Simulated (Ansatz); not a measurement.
Born–Oppenheimer molecular dynamics of Cl₃FH₃O₂Ta (10 atoms, charge 0, multiplicity 1). It starts at the highest image of a converged band, a first-order saddle point between two minima.

The calculation used RKS PBE-D4/def2-SVP (Ansatz 0.2.0).

```json
{"ensemble": "NVE (velocity Verlet)", "time step": "0.5 fs", "steps asked": "200", "starting velocities drawn for": "100 K", "seed": "5209"}
```

First frame:

```xyz
10
Properties=species:S:1:pos:R:3
Ta -0.340 0.491 0.316
Cl 2.352 -0.777 0.535
Cl -0.566 0.173 2.666
F 0.385 0.779 -1.409
Cl -2.259 1.706 0.012
O -0.844 -1.289 -0.025
H -0.510 -2.194 0.100
O 1.129 1.748 0.867
H 1.127 1.990 1.815
H 2.170 0.580 0.727
```

How far do the bonds stretch over the last three quarters of this one trajectory? (Pairs bonded in most of those frames.)


```csv
bond,mean (Å),spread (Å),shortest,longest
Ta1–Cl2,2.900,0.012,2.88,2.93
Ta1–Cl3,2.381,0.009,2.37,2.40
Ta1–F4,1.893,0.002,1.89,1.90
Ta1–Cl5,2.294,0.007,2.28,2.30
Ta1–O6,1.885,0.013,1.87,1.91
Ta1–O8,2.001,0.011,1.98,2.02
Cl2–H10,1.367,0.029,1.32,1.41
O6–H7,0.972,0.009,0.96,0.99
O8–H9,0.978,0.006,0.97,0.99
```

Mean temperature of the second half: 47 K. The conserved energy stayed within 0.026 meV per atom of its start (net change 0.0086 meV per atom), so the integration is sound. A run of 0.1 ps of so small a system gives no equilibrium averages. The orbitals stay closed-shell, which can raise the energy where a bond breaks towards radicals; this wasn't checked here.

Run time: 8.1 min on 4 threads of Arm Neoverse V2, on a shared host, peak memory 0.22 GiB.
